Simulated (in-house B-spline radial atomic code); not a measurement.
Configurations of Er²⁺, with energies counted from [Xe] 4f12. Level of theory: Dirac-Hartree-Fock, average of configuration, Fermi nucleus of rms radius 5.2516 fm; calculated with a radial B-spline atomic code at the basis-set limit. Energies include first-order Breit, QED and recoil terms.

Occupations are held fixed; configurations that lie above the ionisation limit could autoionise.

```
             configuration  E - E(ref) (eV)  highest orbital  its <r> (bohr)
             [Xe] 4f11 6p1           6.2748            6p3/2           4.096
             [Xe] 4f11 8d1           17.207            8d5/2           15.42
[Kr] 4d10 4f12 5s2 5p5 5d1           27.339            5d5/2           2.417
    [Kr] 4d10 4f13 5s2 5p5           28.516            4f7/2          0.8336
[Kr] 4d10 4f12 5s2 5p5 6g1           42.392            6g7/2           14.65
[Kr] 4d10 4f12 5s2 5p5 8g1            43.88            8g7/2           28.64
 [Kr] 4d9 4f12 5s2 5p6 6p1           180.52            6p3/2            4.09
 [Kr] 4d9 4f12 5s2 5p6 6g1           191.83            6g7/2           14.65
```

Q: Order these further configurations by energy, lowest first.
A. [Xe] 4f11 6s1
B. [Kr] 4d9 4f12 5s2 5p6 8p1
C. [Kr] 4d10 4f12 5s2 5p5 7s1
D. [Kr] 4d9 4f12 5s2 5p6 9p1
E. [Kr] 4d9 4f12 5s2 5p6 9s1

A: A (1.6921 eV), C (36.199 eV), B (190.22 eV), E (191.3 eV), D (191.77 eV).

Q: How far above the reference does [Xe] 4f11 5g1 lie?

A: 16.07 eV; its least bound orbital is 5g7/2 with <r> = 9.159 bohr.

Q: How far above the reference does [Xe] 4f11 7g1 lie?

A: 18.469 eV; its least bound orbital is 7g7/2 with <r> = 21.15 bohr.

Q: How far above the reference does [Kr] 4d10 4f12 5s2 5p5 6s1 lie?

A: 26.723 eV; its least bound orbital is 6s1/2 with <r> = 3.335 bohr.
